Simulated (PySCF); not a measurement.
## How methods differ on the excitation energy of Be

Be [He] 2s2 (1S) → Be [He] 2s1 3s1 (3S), as a difference of total energies. Calculation: PySCF 2.14, in aug-cc-pCVTZ (7s6p4d2f, 59 functions); no relativity, point nucleus. Correlated levels: valence and next inner shell: nothing frozen. The calculations carry no spin-orbit coupling.

| method | excitation energy (cm⁻¹) | error (cm⁻¹) |
| --- | --- | --- |
| UHF | 42941 | -9140 |
| MP2 (valence and next inner shell) | 49029 | -3052 |
| SCS-MP2 (valence and next inner shell) | 50544 | -1537 |
| CCSD (valence and next inner shell) | 51943 | -138 |
| CCSD(T) (valence and next inner shell) | 52022 | -59 |

Reference: 52081 cm⁻¹ (measured; NIST levels).

Errors of the correlated levels include the incompleteness of this basis.
